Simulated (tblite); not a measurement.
Species: C5H12GeSi.
Bonds: C1–C2 (triple), C2–Ge3, Ge3–C4, C4–C5, C4–C6, C4–Si7. Hydrogens: H8 on C1; H9, H10 on Ge3; H11, H12, H13 on C5; H14, H15, H16 on C6; H17, H18, H19 on Si7.

Computed with GFN2-xTB (tblite), gas phase: L-BFGS steps from a force-field or distance-geometry start until the largest atomic force falls under 0.01 eV/Å.

The end geometry, which sets the zero of energy:
```
atom  x, y, z in Å
C1      3.4366    0.9824   -0.4644
C2      2.5678    0.1611   -0.3324
Ge3     1.1480   -1.0865   -0.1351
C4     -0.6089   -0.1570    0.0856
C5     -1.7093   -1.2084    0.1932
C6     -0.8495    0.7133   -1.1439
Si7    -0.5444    0.9162    1.6622
H8      4.2058    1.6931   -0.5770
H9      1.5071   -1.9783    1.0269
H10     1.1594   -1.9474   -1.3796
H11    -1.7398   -1.8315   -0.7035
H12    -1.5473   -1.8585    1.0529
H13    -2.6853   -0.7354    0.3066
H14    -1.8020    1.2385   -1.0677
H15    -0.0593    1.4559   -1.2550
H16    -0.8724    0.1047   -2.0509
H17    -0.2892    0.0573    2.8217
H18    -1.8449    1.5760    1.8122
H19     0.5177    1.9137    1.5292
```

Problem. These geometries come from the run, each turned onto the end geometry. Order them by energy, lowest first.
A.
```
atom  x, y, z in Å
C1      3.4208    1.0002   -0.4500
C2      2.5387    0.1904   -0.3369
Ge3     1.1433   -1.0969   -0.1340
C4     -0.6025   -0.1634    0.0617
C5     -1.6986   -1.2171    0.1947
C6     -0.8421    0.7248   -1.1562
Si7    -0.5192    0.8985    1.6395
H8      4.1905    1.7153   -0.5505
H9      1.4178   -1.9439    1.0928
H10     1.1016   -1.9747   -1.3728
H11    -1.7395   -1.8477   -0.6948
H12    -1.5175   -1.8610    1.0567
H13    -2.6695   -0.7422    0.3267
H14    -1.7976    1.2414   -1.0701
H15    -0.0570    1.4781   -1.2522
H16    -0.8568    0.1271   -2.0692
H17    -0.2527    0.0300    2.7863
H18    -1.8140    1.5595    1.8057
H19     0.5444    1.8907    1.5038
```
B.
```
atom  x, y, z in Å
C1      3.4154    0.9905   -0.4514
C2      2.5650    0.1483   -0.3333
Ge3     1.1362   -1.0897   -0.1361
C4     -0.6157   -0.1505    0.0721
C5     -1.7062   -1.2095    0.1931
C6     -0.8533    0.7243   -1.1541
Si7    -0.5264    0.9113    1.6524
H8      4.1785    1.7111   -0.5534
H9      1.4682   -1.9539    1.0523
H10     1.1514   -1.9796   -1.3580
H11    -1.7387   -1.8336   -0.7028
H12    -1.5218   -1.8566    1.0516
H13    -2.6850   -0.7457    0.3170
H14    -1.8102    1.2432   -1.0811
H15    -0.0611    1.4696   -1.2522
H16    -0.8661    0.1195   -2.0640
H17    -0.2586    0.0362    2.7981
H18    -1.8237    1.5724    1.8189
H19     0.5424    1.9019    1.5117
```
C.
```
atom  x, y, z in Å
C1      3.4312    1.0097   -0.4514
C2      2.5357    0.1925   -0.3371
Ge3     1.1445   -1.1040   -0.1334
C4     -0.6081   -0.1690    0.0585
C5     -1.7046   -1.2207    0.1906
C6     -0.8369    0.7365   -1.1602
Si7    -0.5177    0.8998    1.6435
H8      4.1859    1.7106   -0.5498
H9      1.4151   -1.9434    1.0955
H10     1.0985   -1.9739   -1.3740
H11    -1.7380   -1.8431   -0.6878
H12    -1.5177   -1.8606    1.0563
H13    -2.6618   -0.7442    0.3268
H14    -1.7945    1.2392   -1.0691
H15    -0.0622    1.4743   -1.2521
H16    -0.8567    0.1264   -2.0677
H17    -0.2530    0.0315    2.7836
H18    -1.8126    1.5585    1.8049
H19     0.5430    1.8891    1.5038
```
D.
```
atom  x, y, z in Å
C1      3.4126    0.9944   -0.4505
C2      2.5564    0.1573   -0.3334
Ge3     1.1360   -1.0828   -0.1366
C4     -0.6061   -0.1540    0.0721
C5     -1.7003   -1.2103    0.1915
C6     -0.8495    0.7204   -1.1528
Si7    -0.5215    0.9100    1.6540
H8      4.1779    1.7079   -0.5510
H9      1.4454   -1.9423    1.0572
H10     1.1334   -1.9743   -1.3538
H11    -1.7431   -1.8419   -0.6988
H12    -1.5168   -1.8553    1.0510
H13    -2.6786   -0.7467    0.3191
H14    -1.8037    1.2409   -1.0777
H15    -0.0614    1.4643   -1.2502
H16    -0.8608    0.1276   -2.0707
H17    -0.2547    0.0287    2.7952
H18    -1.8226    1.5663    1.8108
H19     0.5476    1.8991    1.5057
```
E.
```
atom  x, y, z in Å
C1      3.4234    1.0004   -0.4497
C2      2.5264    0.1975   -0.3376
Ge3     1.1472   -1.0802   -0.1330
C4     -0.5849   -0.1616    0.0557
C5     -1.6948   -1.2197    0.2035
C6     -0.8420    0.7239   -1.1578
Si7    -0.5215    0.8871    1.6191
H8      4.1967    1.7200   -0.5507
H9      1.4114   -1.9536    1.1163
H10     1.0901   -1.9821   -1.3896
H11    -1.7351   -1.8588   -0.7139
H12    -1.5136   -1.8762    1.0767
H13    -2.6888   -0.7269    0.3314
H14    -1.8090    1.2469   -1.0644
H15    -0.0396    1.4975   -1.2519
H16    -0.8563    0.1165   -2.0721
H17    -0.2512    0.0285    2.7888
H18    -1.8136    1.5597    1.8062
H19     0.5452    1.8904    1.5040
```

Solution. B (0.003 eV), D (0.008 eV), A (0.024 eV), C (0.064 eV), E (0.111 eV).

In the order of the answer:

```tsv
step	E above end (eV)	largest force (eV/Å)	rms force component (eV/Å)	rms distance from end (Å)	rms bond change (Å)	bond most changed (Å)
12	0.003	0.09	0.024	0.026	0.001	C4–Si7 -0.002
8	0.008	0.10	0.037	0.032	0.004	Ge3–C4 -0.015
4	0.024	0.24	0.063	0.043	0.004	Ge3–C4 -0.010
2	0.064	2.27	0.408	0.044	0.010	C1–H8 -0.019
0	0.111	0.83	0.316	0.050	0.020	Ge3–H9 +0.039
```

The cost below is that of the whole relaxation. The run took 0.59 s wall on one thread of an Arm Neoverse N1, on a shared host.
